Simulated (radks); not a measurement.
Question: Numerical settings for the antimony ion Sb+, [Kr] 4d10 5s2 5p2. Method: scalar-relativistic Kohn-Sham, SCAN, spin-unpolarised, spherical densities, finite nucleus; meta-GGA in the generalised Kohn-Sham scheme; Fermi nuclear charge, rms radius 4.6802 fm; computed with a radial shooting solver on a logarithmic mesh with Libxc functionals. The defaults (mesh step 0.008 in ln r, mesh end at 40 bohr or more with all orbitals vanishing there, Anderson mixing 0.5 over 9 steps, residual threshold near 1e-9 with the energy settled to 1e-9 hartree or 1e-11 of itself, here a cap of 100 iterations) give E = -6482.261 hartree and 5p at -12.080 eV in 17 iterations. Times are rough (one thread of a shared host). One setting is changed at a time: mesh step in ln r 0.005; mesh step in ln r 0.2; mesh step in ln r 0.003; mesh end (bohr) 1; mesh end (bohr) 20; residual threshold 1e-05; residual threshold 0.001; mixing 0.2; linear mixing, mixing 0.05; linear mixing, mixing 0.5; mixing history 3; iteration cap 8. Which runs fail to converge, and which converge to a wrong energy?

Answer: Not converged within the cap: mesh step in ln r 0.2; linear mixing, mixing 0.05; iteration cap 8. Settled on a wrong energy, with an occupied level pushed above zero by the early mesh end: mesh end (bohr) 1 (+253 hartree). Apart from these: no run marked as converged misses the energy by more than 1 mhartree.
